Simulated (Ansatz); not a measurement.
Ideal-gas functions of CH₂OSSe, SMILES `O=C(S)[SeH]` at 400 K and 1 bar, from an Ansatz frequency run at PBE0-D4/def2-TZVP.

Molar mass 141.05 g/mol, point group Cs (symmetry number 1), electronic degeneracy 1, moments of inertia 68.115, 258.566, 326.681 u Å². Harmonic wavenumbers (cm⁻¹, unscaled): 143, 245, 276, 334, 465, 573, 693, 887, 996, 1795, 2454, 2739.

Use S(trans) = R[1.5 ln M + 2.5 ln T − 1.1517]; rotational temperatures θ = 24.2544 K / I; S(rot) = R[ln(√π/σ · √(T³/θAθBθC)) + 1.5]; for each mode x = 1.438777 ν̃/T, S = R[x/(eˣ − 1) − ln(1 − e⁻ˣ)] and H = RT x/(eˣ − 1); 1 cm⁻¹ = 0.0119627 kJ/mol; R = 8.31446 J/(mol·K).

**Question.** By hand: the entropy, in J/(mol·K).

**Answer.** Translation 176.7. Rotation: θ = 0.3561, 0.0938, 0.0742 K, giving 116.9. Vibration, mode by mode: 13.93, 9.63, 8.71, 7.27, 4.94, 3.63, 2.59, 1.49, 1.09, 0.10, 0.01, 0.00, in all 53.4. Electronic 0.0. Sum 347.0 J/(mol·K).

**Question.** By hand: H − E and G − E in kJ/mol, counted from the electronic energy.

**Answer.** Zero-point energy ½ × 11600 × 0.0119627 = 69.4; thermal vibration 12.1; translation, rotation and pV give 4 RT = 13.3. H − E = 94.8 kJ/mol, and G − E = 94.8 − 400 × 347.0/1000 = -44.0 kJ/mol.

Vibration gives 15 % of the entropy, 13.9 J/(mol·K) of it from the mode under 150 cm⁻¹: soft modes count most, and the harmonic formula is weakest for them. The sum counts one conformer and one mirror image; others add a mixing term.
